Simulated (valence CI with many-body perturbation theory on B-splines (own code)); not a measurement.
Results of a calculation; reference values are marked as such.
# Level structure of Ho LXI

Method: valence CI with perturbative core correlation (CI+MBPT): five valence electrons over a frozen Dirac-Fock core [He], radial functions for each j: 9 s, 9 p, 8 d, 6 f, 3 g, 1 h, with the one-electron correlation potential Σ1, the two-electron term Σ2, the three-electron term Σ3, Breit, model QED; selected CI, second order for the rest (own B-spline code, finite nucleus).

The last digits are not significant, and no measured levels were compared; by estimate large intervals hold to a few tenths of a per cent, small ones and those within an open d or f shell to about a per cent. Among the levels kept, up to 1100 cm⁻¹ of a level comes from second order outside the variational space, and about a tenth of that is noise between levels of different J, which matters for small intervals.

Levels 1 to 45 of 73, with energies above the lowest level, (2s^2 2p1/2^2 2p3/2) J=3/2. "Leading %" is the weight of the configuration and term that name the level; weights of strongly mixed levels are sums over their largest components and can fall short. In the jj column 3d3/2^4 stands for four electrons in 3d with j = 3/2.

```tsv
No.	Configuration	Term	J	E (eV)	Leading %	g	Leading jj
1	2s2 2p3	2P°	3/2	0.0	48	1.325	2s^2 2p1/2^2 2p3/2 (100 %)
2	2s2 2p3	4S°	3/2	874.1	55	1.438	2s^2 2p1/2 2p3/2^2 (100 %)
3	2s2 2p3	2D°	5/2	896.6	100	1.169	2s^2 2p1/2 2p3/2^2 (100 %)
4	2s2 2p3	2P°	1/2	941.1	100	0.626	2s^2 2p1/2 2p3/2^2 (100 %)
5	2s 2p4	4P	5/2	1171.2	71	1.454	2s 2p1/2^2 2p3/2^2 (100 %)
6	2s 2p4	2S	1/2	1263.8	64	2.020	2s 2p1/2^2 2p3/2^2 (100 %)
7	2s 2p4	2P	3/2	1265.1	50	1.177	2s 2p1/2^2 2p3/2^2 (100 %)
8	2s2 2p3	2P°	3/2	1817.0	51	1.288	2s^2 2p3/2^3 (99 %)
9	2s 2p4	4P	3/2	2069.7	84	1.583	2s 2p1/2 2p3/2^3 (100 %)
10	2s 2p4	2D	5/2	2108.5	71	1.284	2s 2p1/2 2p3/2^3 (100 %)
11	2s 2p4	2P	1/2	2162.9	64	1.363	2s 2p1/2 2p3/2^3 (99 %)
12	2s 2p4	2D	3/2	2172.3	54	1.020	2s 2p1/2 2p3/2^3 (100 %)
13	2p5	2P°	3/2	2500.3	99	1.305	2p1/2^2 2p3/2^3 (99 %)
14	2s 2p4	4P	1/2	3054.2	38	1.857	2s 2p3/2^4 (99 %)
15	2p5	2P°	1/2	3401.1	100	0.626	2p1/2 2p3/2^4 (100 %)
16	2s2 2p2 3s	4P	1/2	7190.7	46	1.998	2s^2 2p1/2^2 3s (100 %)
17	2s2 2p2 3p	2P°	1/2	7280.8	46	0.649	2s^2 2p1/2^2 3p1/2 (100 %)
18	2s2 2p2 3p	2P°	3/2	7553.8	34	1.324	2s^2 2p1/2^2 3p3/2 (100 %)
19	2s2 2p2 3d	2D	3/2	7634.8	42	0.784	2s^2 2p1/2^2 3d3/2 (100 %)
20	2s2 2p2 3d	2D	5/2	7715.1	35	1.191	2s^2 2p1/2^2 3d5/2 (100 %)
21	2s2 2p2 3s	4P	3/2	8076.5	88	1.658	2s^2 2p1/2 2p3/2 3s (100 %)
22	2s2 2p2 3s	2P	1/2	8085.7	67	1.297	2s^2 2p1/2 2p3/2 3s (100 %)
23	2s2 2p2 3s	2D	5/2	8095.6	64	1.314	2s^2 2p1/2 2p3/2 3s (100 %)
24	2s2 2p2 3s	2D	3/2	8101.5	64	0.961	2s^2 2p1/2 2p3/2 3s (100 %)
25	2s2 2p2 3p	4P°	1/2	8165.6	48	1.730	2s^2 2p1/2 2p3/2 3p1/2 (100 %)
26	2s2 2p2 3p	4D°	3/2	8171.7	56	1.132	2s^2 2p1/2 2p3/2 3p1/2 (100 %)
27	2s2 2p2 3p	2F°	5/2	8185.0	49	1.052	2s^2 2p1/2 2p3/2 3p1/2 (100 %)
28	2s2 2p2 3p	2P°	3/2	8220.1	43	1.313	2s^2 2p1/2 2p3/2 3p1/2 (99 %)
29	2s 2p3 3s	4P°	5/2	8334.1	46	1.598	2s 2p1/2^2 2p3/2 3s (96 %)
30	2s 2p3 3s	2P°	3/2	8360.5	34	1.442	2s 2p1/2^2 2p3/2 3s (97 %)
31	2s 2p3 3s	4D°	1/2	8413.4	23	1.033	2s 2p1/2^2 2p3/2 3s (72 %)
32	2s 2p3 3s	2P°	3/2	8425.7	36	1.358	2s 2p1/2^2 2p3/2 3s (90 %)
33	2s2 2p2 3p	4D°	5/2	8432.6	52	1.413	2s^2 2p1/2 2p3/2 3p3/2 (97 %)
34	2s 2p3 3p	4P	3/2	8434.4	29	1.680	2s 2p1/2^2 2p3/2 3p1/2 (99 %)
35	2s 2p3 3p	2D	5/2	8435.4	25	1.345	2s 2p1/2^2 2p3/2 3p1/2 (98 %)
36	2s2 2p2 3p	2D°	3/2	8440.1	53	1.157	2s^2 2p1/2 2p3/2 3p3/2 (99 %)
37	2s2 2p2 3p	4P°	1/2	8440.9	23	1.332	2s^2 2p1/2 2p3/2 3p3/2 (76 %)
38	2s2 2p2 3p	2F°	7/2	8447.0	64	1.221	2s^2 2p1/2 2p3/2 3p3/2 (100 %)
39	2s2 2p2 3p	2P°	3/2	8468.3	31	1.401	2s^2 2p1/2 2p3/2 3p3/2 (88 %)
40	2s2 2p2 3p	2D°	5/2	8472.5	64	1.182	2s^2 2p1/2 2p3/2 3p3/2 (99 %)
41	2s2 2p2 3p	2P°	1/2	8493.9	83	0.661	2s^2 2p1/2 2p3/2 3p3/2 (96 %)
42	2s 2p3 3p	2P	1/2	8510.1	34	1.257	2s 2p1/2^2 2p3/2 3p1/2 (95 %)
43	2s 2p3 3p	2D	3/2	8511.4	29	0.969	2s 2p1/2^2 2p3/2 3p1/2 (89 %)
44	2s2 2p2 3d	4F	3/2	8523.7	40	0.914	2s^2 2p1/2 2p3/2 3d3/2 (92 %)
45	2s2 2p2 3d	4F	5/2	8524.6	53	0.958	2s^2 2p1/2 2p3/2 3d3/2 (99 %)
```

The ionisation energy to 2s2 2p2 3P_0 of the next ion comes out as 13418 eV (NIST: 13417 ± 10 eV (theoretical)). All 73 levels together are meant to be complete up to 8869.3 eV.
